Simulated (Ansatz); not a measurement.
The cluster Si5Mo2⁺. The state is a doublet with charge 1. Geometry r2SCAN-D4/def2-SVP, basis def2-TZVP, Ansatz.

```xyz
7

Mo   -0.6806    1.1746   -0.3030
Mo   -0.3600    1.1280    1.9264
Si    1.4772    0.8261   -1.4573
Si   -0.8084   -1.0352    1.0820
Si   -1.7480   -0.9329   -1.0308
Si    0.6222   -1.3822   -0.9941
Si    1.4976    0.2217    0.7769
```

```tsv
run	HOMO (eV)	LUMO (eV)
A	-8.79	-8.15
B	-9.29	-7.84
C	-9.66	-7.48
D	-9.06	-8.11
```

In the def2 sets Mo takes a core potential; there is no spin–orbit coupling. HSE06 is defined as in plane-wave codes, on full-range PBE exchange. The structure comes from a short search, and lower isomers may exist.

HOMO and LUMO are taken over both spins.

Problem. The runs used HSE06, PBE, PBE0, r2SCAN. Estimate which is which.

Solution. A PBE (0 % exact exchange); B HSE06 (range-separated); C PBE0 (25 % exact exchange); D r2SCAN (0 % exact exchange). Exact exchange lowers occupied and raises empty levels; among semilocal functionals meta-GGAs tend to open the gap a little, and such runs are hard to tell apart. The gap grows from 0.64 eV (PBE) to 2.18 eV (PBE0). At HSE06-D4/def2-TZVP, PBE0-D4/def2-TZVP, r2SCAN-D4/def2-TZVP the charge 1 doublet is spin-contaminated (final ⟨S²⟩ up to 0.90, 0.75 for a pure state).
